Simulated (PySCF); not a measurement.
A structure optimised at PBE0-D3(BJ)/def2-TZVP, used in a PySCF frequency run:

```
O
H 1 0.9615
Te 1 1.9634 2 107.85
H 3 1.6670 1 95.52 2 88.59
```

Q: Write its SMILES and formula.

A: O[TeH], H2OTe

Q: What are its rotational constants (standard atomic weights)?

A: 143.27, 8.4274, 8.1590 GHz
